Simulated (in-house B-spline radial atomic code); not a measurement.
Results of a calculation; reference values are marked as such.
C6 from the polarisability at imaginary frequency: C⁴⁺

LDA exchange-only linear response of the closed shell 1s2, from an all-electron radial atomic-structure program (B-spline basis); non-relativistic, point nucleus, no spin-orbit coupling.

The dispersion coefficient of two like species is C6 = (3/π) ∫ α(iu)² du from 0 to ∞.

```tsv
u (hartree)	α(iu) (bohr³)
0	0.009492
0.335	0.009485
0.783	0.009454
1.34	0.00938
2.24	0.009186
3.35	0.008838
5.03	0.008146
7.83	0.006821
11.2	0.00534
16.8	0.003556
28	0.001779
55.9	0.0005583
```

Fit one oscillator, α(iu) = α(0)/(1 + u²/ω²), through u = 28 and estimate C6.

From α(0)/α(iu) − 1 = 0.009492/0.001779 − 1 = 4.3356, ω = u/√4.3356 = 13.4473 hartree (365.9 eV). London's formula gives C6 = (3/4) α(0)² ω = 0.75 × 0.009492² × 13.4473 = 0.0009087 hartree·bohr⁶, and the oscillator holds f = α(0) ω² = 1.72 electrons, of a sum of oscillator strengths of 2.0.

How does that compare with the full integral?

The program's quadrature over all excitations gives C6 = 0.000871, so the single oscillator is off by +4.3 %. At the last point the fit gives α = 0.000519 against 0.000558: one oscillator follows the curve closely.
